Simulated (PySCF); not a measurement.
## Structure from 2D NMR

Compound of formula C$_{7}$H$_{11}$NOSi. Correlations simulated from computed shifts and the bond graph:

HSQC (one-bond C–H):
| δH | δC |
| --- | --- |
| 8.29 | 155.1 |
| 7.56 | 118.8 |
| 7.02 | 129.7 |
| 3.89 | 52.4 |
| 0.42 | -9.4 |

COSY cross peaks (H two or three bonds apart, from the bond graph; peaks can be absent where the dihedral angle is near 90°):
| δH | δH |
| --- | --- |
| 7.56 | 7.02 |
| 4.76 | 0.42 |

HMBC (two and three bonds, from the bond graph):
| δH | δC |
| --- | --- |
| 8.29 | 166.7, 118.8, 52.4 |
| 7.56 | 166.7, 159.7, 155.1, 129.7 |
| 7.02 | 166.7, 159.7, 118.8 |
| 4.76 | 159.7, 129.7, -9.4 |
| 3.89 | 155.1 |
| 0.42 | 159.7 |

Carbons without hydrogens: δ 166.7, 159.7.

- geometry: GFN2-xTB
- GIAO PBE0/pcSseg-1 shieldings
- run in PySCF
- relativity neglected, averaged over atoms made equivalent by symmetry, fast rotation or ring inversion, single conformer, isolated molecule

Shifts are taken against calculated references (same method and geometry level): TMS for ¹H (31.72 ppm), ¹³C (186.93 ppm).

Exchangeable hydrogens are left out of these lists.

Problem. Which molecule is this?

Solution. SMILES C/N=C/c1ccc([SiH2]C)o1.

Mapped SMILES: `[CH3:1]/[N:2]=[CH:3]/[c:4]1[cH:5][cH:6][c:7]([SiH2:8][CH3:9])[o:10]1`. Each H is labelled by its parent atom.

δC 166.7 is C4, a substituted aromatic carbon next to the ring oxygen. δC 159.7 is C7, a substituted aromatic carbon next to the ring oxygen. δC 155.1 is C3, a C=N carbon (δH 8.29). δC 129.7 is C6, an aromatic CH (δH 7.02). δC 118.8 is C5, an aromatic CH (δH 7.56). δC 52.4 is C1, a methyl carbon bonded to N (δH 3.89). δC -9.4 is C9, a methyl carbon bonded to Si (δH 0.42). HMBC from δH 8.29 reaches the proton-free carbon C4. HMBC from δH 7.56 reaches the proton-free carbons C4, C7. HMBC from δH 7.02 reaches the proton-free carbons C4, C7. HMBC from δH 4.76 reaches the proton-free carbon C7. COSY links 7.56–7.02, 4.76–0.42.

The data come from this structure; uniqueness wasn't tested.

Shifts are as computed. Against solution values, carbons near 30 ppm lie about +3 ppm off and those near 130 ppm about +5 ppm. Of 1211 compounds with measured shifts, 218 miss one by over three times the rms of a fit or turn the order of signals round; such compounds aren't used in these exercises.
